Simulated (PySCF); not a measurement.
Ga(Cl)(SH)2 (ClGaH2S2), SMILES [SH][Ga]([SH])[Cl]. Atoms are numbered in the order given.

```xyz
6

Ga     0.0000     0.0000     0.0026
Cl     0.0000     0.0000    -2.1365
S      0.0000    -1.9553     0.9927
H      0.0000    -1.4284     2.2375
S      0.0000     1.9553     0.9927
H      0.0000     1.4284     2.2375
```

Geometry optimised at PBE0-D3(BJ)/def2-SVP. One conformer was computed; it need not be the lowest.

Computed with PBE/def2-TZVP (PySCF).

The molecule is in vacuum.

Estimate the frontier levels, gap, dipole moment and polarisability. (An estimate is asked for; the answer gives what the named calculation found.)


| Property | Value |
|---|---|
| highest occupied level | -6.71 eV |
| lowest empty level | -2.19 eV |
| orbital gap | 4.52 eV |
| dipole moment | 0.512 e·Å |
| quadrupole, principal values (traceless, Buckingham form, about the centre of nuclear charge) | -5.21, -0.59, 5.80 D·Å |
| mean static polarisability | 80.5 bohr³ (11.93 Å³) |
| polarisability, principal values | 53.9, 89.3, 98.3 bohr³ |
